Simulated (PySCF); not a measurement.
Trend along the halogens: MCl cations

CCSD(T) with triple-zeta basis sets in PySCF, for the lowest determinant that a PBE0 search found; no spin–orbit coupling. De refers to high-spin ground-configuration atoms (the charge goes to the atom of lower measured ionisation energy or higher electron affinity, which is not always the lowest computed limit).

```
 M        basis  reference, frozen orbitals  charged atom  state (unpaired electrons)  Re (Å)  ωe (cm⁻¹)  De (eV)
 F  def2-TZVPPD                      UHF, 6           Cl+               doublet (π ↑)   1.542        920     2.71
Cl  def2-TZVPPD                     UHF, 10           Cl+               doublet (π ↑)   1.907        636     3.70
 I   def2-TZVPP                      UHF, 9            I+               doublet (π ↑)   2.243        440     2.40
```

The shortest bond is that of ClF⁺ (1.542 Å), the longest that of ICl⁺ (2.243 Å). Cl₂⁺ is bound most strongly (3.70 eV) and ICl⁺ least (2.40 eV).

The rows differ in basis set, which adds steps of its own.

Down a group the atoms grow and get heavier, so bonds lengthen and wavenumbers fall; this series shows no clear exception.

Correlated steps freeze the inner cores (6 to 10 orbitals); shallow outer-core shells are correlated. Spin–orbit coupling is left out, which matters for elements this heavy, above all for dissociation energies. For an ion De counts to the pair picked by the measured ionisation energies or electron affinities, which need not be the lowest pair at this level. States were picked by a PBE0 search and need not be the measured ground states.
